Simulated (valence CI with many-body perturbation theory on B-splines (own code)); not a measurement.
**Level structure of Tc³⁸⁺**

Computed by configuration interaction combined with many-body perturbation theory (CI+MBPT): three valence electrons over a frozen Dirac-Fock core [He], radial functions for each j: 9 s, 9 p, 8 d, 6 f, 3 g, 1 h, with the one-electron correlation potential Σ1, the two-electron term Σ2, the three-electron term Σ3, Breit, model QED; selected CI, second order for the rest, scaled by the run's own slope (own B-spline code, finite nucleus).

The last digits are not significant, and no measured levels were compared; by estimate large intervals hold to a few tenths of a per cent, small ones and those within an open d or f shell to about a per cent.

Levels 1 to 45 of 53, with energies above the lowest level, (2s^2 2p1/2) J=1/2. "Leading %" is the weight of the configuration and term that name the level; weights of strongly mixed levels are sums over their largest components and can fall short, so below about 35 % the name and the second component can differ from the true leading terms, or belong to a minority configuration. In the jj column 3d3/2^4 stands for four electrons in 3d with j = 3/2. Lifetimes count E1, E2, E3, M1 and M2 decay at the calculated energies, and are blank where another channel may lead or the interval is too uncertain; long ones can be off by a factor of two.

| No. | Configuration | Term | J | E (eV) | Leading % | Lifetime | g | Leading jj |
| --- | --- | --- | --- | --- | --- | --- | --- | --- |
| 1 | 2s2 2p | 2P° | 1/2 | 0.0 | 99 |  | 0.651 | 2s^2 2p1/2 (99 %) |
| 2 | 2s 2p2 | 4P | 1/2 | 115.2 | 70 | 275 ps | 2.345 | 2s 2p1/2^2 (92 %) |
| 3 | 2s2 2p | 2P° | 3/2 | 132.4 | 98 | 87.1 ns | 1.322 | 2s^2 2p3/2 (98 %) |
| 4 | 2s 2p2 | 4P | 3/2 | 214.6 | 95 | 2.19 ns | 1.684 | 2s 2p1/2 2p3/2 (98 %) |
| 5 | 2s 2p2 | 4P | 5/2 | 238.6 | 55 | 478 ps | 1.406 | 2s 2p1/2 2p3/2 (95 %) |
| 6 | 2s 2p2 | 2D | 3/2 | 278.1 | 74 | 7.30 ps | 0.932 | 2s 2p1/2 2p3/2 (98 %) |
| 7 | 2s 2p2 | 2P | 1/2 | 282.9 | 73 | 4.61 ps | 1.144 | 2s 2p1/2 2p3/2 (91 %) |
| 8 | 2s 2p2 | 2D | 5/2 | 366.0 | 55 | 31.3 ps | 1.371 | 2s 2p3/2^2 (95 %) |
| 9 | 2p3 | 2P° | 3/2 | 407.3 | 40 | 6.61 ps | 1.430 | 2p1/2^2 2p3/2 (96 %) |
| 10 | 2s 2p2 | 2S | 1/2 | 422.0 | 71 | 5.56 ps | 1.811 | 2s 2p3/2^2 (97 %) |
| 11 | 2s 2p2 | 2P | 3/2 | 423.2 | 73 | 3.45 ps | 1.217 | 2s 2p3/2^2 (96 %) |
| 12 | 2p3 | 4S° | 3/2 | 517.6 | 50 | 4.23 ps | 1.401 | 2p1/2 2p3/2^2 (98 %) |
| 13 | 2p3 | 2D° | 5/2 | 533.5 | 100 | 5.30 ps | 1.188 | 2p1/2 2p3/2^2 (100 %) |
| 14 | 2p3 | 2P° | 1/2 | 563.3 | 99 | 3.39 ps | 0.651 | 2p1/2 2p3/2^2 (99 %) |
| 15 | 2p3 | 2P° | 3/2 | 676.9 | 57 | 2.89 ps | 1.270 | 2p3/2^3 (98 %) |
| 16 | 2s2 3s | 2S | 1/2 | 3119.0 | 96 | 40.7 fs | 1.996 | 2s^2 3s (96 %) |
| 17 | 2s2 3p | 2P° | 1/2 | 3160.9 | 94 | 814 fs | 0.669 | 2s^2 3p1/2 (94 %) |
| 18 | 2s2 3p | 2P° | 3/2 | 3197.0 | 81 | 231 fs | 1.364 | 2s^2 3p3/2 (81 %) |
| 19 | 2s 2p 3s | 4P° | 1/2 | 3201.0 | 89 | 43.5 fs | 2.444 | 2s 2p1/2 3s (98 %) |
| 20 | 2s 2p 3s | 4P° | 3/2 | 3217.8 | 62 | 42.3 fs | 1.575 | 2s 2p1/2 3s (79 %) |
| 21 | 2s 2p 3s | 2P° | 1/2 | 3229.0 | 93 | 60.1 fs | 0.747 | 2s 2p1/2 3s (96 %) |
| 22 | 2s2 3d | 2D | 3/2 | 3233.9 | 93 | 5.13 fs | 0.806 | 2s^2 3d3/2 (93 %) |
| 23 | 2s 2p 3p | 4D | 1/2 | 3236.7 | 73 | 58.7 fs | 0.244 | 2s 2p1/2 3p1/2 (99 %) |
| 24 | 2s2 3d | 2D | 5/2 | 3245.8 | 97 | 6.01 fs | 1.196 | 2s^2 3d5/2 (97 %) |
| 25 | 2s 2p 3p | 4D | 3/2 | 3251.0 | 49 | 77.4 fs | 1.158 | 2s 2p1/2 3p1/2 (91 %) |
| 26 | 2s 2p 3p | 4P | 1/2 | 3269.9 | 57 | 46.3 fs | 2.096 | 2s 2p1/2 3p1/2 (95 %) |
| 27 | 2s 2p 3p | 4P | 3/2 | 3282.5 | 29 | 45.5 fs | 1.422 | 2s 2p1/2 3p3/2 (99 %) |
| 28 | 2s 2p 3p | 2P | 1/2 | 3294.3 | 46 | 15.2 fs | 1.222 | 2s 2p1/2 3p3/2 (89 %) |
| 29 | 2s 2p 3p | 4D | 5/2 | 3296.6 | 58 | 405 fs | 1.361 | 2s 2p1/2 3p3/2 (94 %) |
| 30 | 2s 2p 3p | 2D | 3/2 | 3300.1 | 50 | 19.8 fs | 1.239 | 2s 2p1/2 3p3/2 (96 %) |
| 31 | 2s 2p 3d | 4F° | 3/2 | 3307.6 | 76 | 28.1 fs | 0.535 | 2s 2p1/2 3d3/2 (98 %) |
| 32 | 2s 2p 3d | 4F° | 5/2 | 3319.8 | 67 | 17.3 fs | 1.075 | 2s 2p1/2 3d3/2 (64 %) |
| 33 | 2s 2p 3d | 4P° | 5/2 | 3325.8 | 33 | 7.35 fs | 1.431 | 2s 2p1/2 3d5/2 (54 %) |
| 34 | 2s 2p 3d | 4D° | 1/2 | 3332.1 | 64 | 3.82 fs | 0.367 | 2s 2p1/2 3d3/2 (92 %) |
| 35 | 2s 2p 3d | 4D° | 3/2 | 3332.3 | 42 | 4.85 fs | 1.284 | 2s 2p1/2 3d3/2 (79 %) |
| 36 | 2s 2p 3s | 4P° | 5/2 | 3334.8 | 70 | 32.4 fs | 1.483 | 2s 2p3/2 3s (70 %) |
| 37 | 2s 2p 3d | 4F° | 7/2 | 3338.6 | 49 | 7.41 fs | 1.259 | 2s 2p1/2 3d5/2 (95 %) |
| 38 | 2s 2p 3s | 2P° | 3/2 | 3347.0 | 79 | 37.5 fs | 1.383 | 2s 2p3/2 3s (97 %) |
| 39 | 2s 2p 3d | 2D° | 3/2 | 3348.5 | 47 | 6.89 fs | 1.019 | 2s 2p1/2 3d5/2 (75 %) |
| 40 | 2s 2p 3d | 2F° | 5/2 | 3349.6 | 60 | 7.33 fs | 1.049 | 2s 2p1/2 3d5/2 (88 %) |
| 41 | 2p2 3s | 4P | 1/2 | 3358.8 | 53 | 51.0 fs | 2.048 | 2p1/2^2 3s (90 %) |
| 42 | 2s 2p 3p | 4P | 3/2 | 3378.8 | 49 | 58.9 fs | 1.624 | 2s 2p3/2 3p1/2 (99 %) |
| 43 | 2s 2p 3p | 2D | 5/2 | 3381.6 | 41 | 27.8 fs | 1.356 | 2s 2p3/2 3p1/2 (97 %) |
| 44 | 2s 2p 3s | 2P° | 1/2 | 3386.4 | 57 | 37.8 fs | 0.718 | 2s 2p3/2 3s (60 %) |
| 45 | 2s 2p 3s | 2P° | 3/2 | 3390.5 | 87 | 59.0 fs | 1.363 | 2s 2p3/2 3s (94 %) |

The ionisation energy to 2s2 1S_0 of the next ion comes out as 5572 eV (NIST: 5570 ± 4 eV (semi-empirical)). All 53 levels together are meant to be complete up to 3439.9 eV.
